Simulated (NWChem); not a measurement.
System: C2H3Br; SMILES BrC=C

Input file for NWChem:

```
start job
memory heap 200 mb stack 900 mb global 1100 mb
geometry units angstroms noautoz
  C     -0.337241     2.096033     0.000000
  C      0.511994     1.074495     0.000000
  Br    -0.024926    -0.726849     0.000000
  H     -1.420750     1.956767     0.000000
  H      0.053427     3.117378     0.000000
  H      1.598152     1.191327     0.000000
end
basis spherical
  * library sto-3g
end
dft
  xc b3lyp
  iterations 150
  mulliken
end
task dft energy
```

Output (shortened):

```
             Northwest Computational Chemistry Package (NWChem) 7.3.0
             --------------------------------------------------------

 CS  symmetry detected

                             Geometry "geometry" -> ""
                             -------------------------

 Output coordinates in angstroms (scale by  1.889725989 to convert to a.u.)

  No.       Tag          Charge          X              Y              Z
 ---- ---------------- ---------- -------------- -------------- --------------
    1 C                    6.0000    -0.32483532     2.10233179     0.00000000
    2 C                    6.0000     0.51436884     1.07253747     0.00000000
    3 Br                  35.0000    -0.04014190    -0.72346953     0.00000000
    4 H                    1.0000    -1.40965447     1.97366874     0.00000000
    5 H                    1.0000     0.07580234     3.11980738     0.00000000
    6 H                    1.0000     1.60161747     1.17874170     0.00000000

 Effective nuclear repulsion energy (a.u.)     144.7797754878

      Symmetry information
      --------------------

 Group name             Cs
 Group number              2
 Group order               2
 No. of unique centers     6

                                 NWChem DFT Module
                                 -----------------

 Summary of "ao basis" -> "ao basis" (spherical)
 ------------------------------------------------------------------------------
       Tag                 Description            Shells   Functions and Types
 ---------------- ------------------------------  ------  ---------------------
 C                           sto-3g                  3        5   2s1p
 Br                          sto-3g                  8       18   4s3p1d
 H                           sto-3g                  1        1   1s

      Symmetry analysis of basis
      --------------------------

        a'         24
        a"          7

            General Information
            -------------------
          SCF calculation type: DFT
          Wavefunction type:  closed shell.
          No. of atoms     :     6
          No. of electrons :    50
           Alpha electrons :    25
            Beta electrons :    25
          Charge           :     0
          Spin multiplicity:     1
          Use of symmetry is: on ; symmetry adaption is: on
          Maximum number of iterations: 150
          AO basis - number of functions:    31
                     number of shells:    17
          Convergence on energy requested:  1.00D-06
          Convergence on density requested:  1.00D-05
          Convergence on gradient requested:  5.00D-04

              XC Information
              --------------
                         B3LYP Method XC Potential
                     Hartree-Fock (Exact) Exchange  0.200
                        Slater Exchange Functional  0.800 local
                    Becke 1988 Exchange Functional  0.720 non-local
              Lee-Yang-Parr Correlation Functional  0.810
                  VWN I RPA Correlation Functional  0.190 local

             Grid Information
             ----------------
          Grid used for XC integration:  medium
          Radial quadrature: Mura-Knowles
          Angular quadrature: Lebedev.
          Tag              B.-S. Rad. Rad. Pts. Rad. Cut. Ang. Pts.
          ---              ---------- --------- --------- ---------
          C                   0.70       49           8.0       434
          Br                  1.15      112          10.0       590
          H                   0.35       45           9.0       434
          Grid pruning is: on
          Number of quadrature shells:   345
          Spatial weights used:  Erf1

      Superposition of Atomic Density Guess
      -------------------------------------

 Sum of atomic energies:       -2620.40180280

      Non-variational initial energy
      ------------------------------

 Total energy =   -2620.883362
 1-e energy   =   -3953.937017
 2-e energy   =    1188.273879
 HOMO         =      -0.107477
 LUMO         =       0.264081

      Symmetry analysis of molecular orbitals - initial
      -------------------------------------------------

  Numbering of irreducible representations:

     1 a'          2 a"

  Orbital symmetries:

     1 a'          2 a'          3 a'          4 a'          5 a"
     6 a'          7 a'          8 a'          9 a'         10 a'
    11 a"         12 a'         13 a'         14 a"         15 a'
    16 a"         17 a'         18 a'         19 a'         20 a'
    21 a'         22 a'         23 a"         24 a'         25 a"
    26 a"         27 a'         28 a'         29 a'         30 a'
    31 a'

     ---------------------------------------------
      Total Density - Mulliken Population Analysis
     ---------------------------------------------

    Atom       Charge   Shell Charges
 -----------   ------   -------------------------------------------------------
    1 C    6     6.21   1.99  1.28  2.94
    2 C    6     5.77   1.99  1.25  2.52
    3 Br  35    35.25   2.00  2.00  6.00  2.00  5.99  1.93  5.34 10.00
    4 H    1     0.92   0.92
    5 H    1     0.92   0.92
    6 H    1     0.93   0.93

   convergence    iter        energy       DeltaE   RMS-Dens  Diis-err
 ---------------- ----- ----------------- --------- --------- ---------
 d= 0,ls=0.0,diis     1  -2622.9734907978 -2.77D+03  3.87D-02  2.68D-01
 d= 0,ls=0.0,diis     2  -2622.9625834810  1.09D-02  2.18D-02  3.60D-01
 d= 0,ls=0.0,diis     3  -2623.0203884118 -5.78D-02  6.52D-03  2.28D-02
 d= 0,ls=0.0,diis     4  -2623.0231532856 -2.76D-03  2.42D-03  4.88D-03
 d= 0,ls=0.0,diis     5  -2623.0240461917 -8.93D-04  1.40D-04  5.05D-06
  Resetting Diis
 d= 0,ls=0.0,diis     6  -2623.0240476403 -1.45D-06  1.41D-05  7.05D-08
 d= 0,ls=0.0,diis     7  -2623.0240476570 -1.67D-08  3.67D-06  2.50D-09

[...]
```

Level: B3LYP/STO-3G. The geometry was optimised at PBE0/def2-SVP.
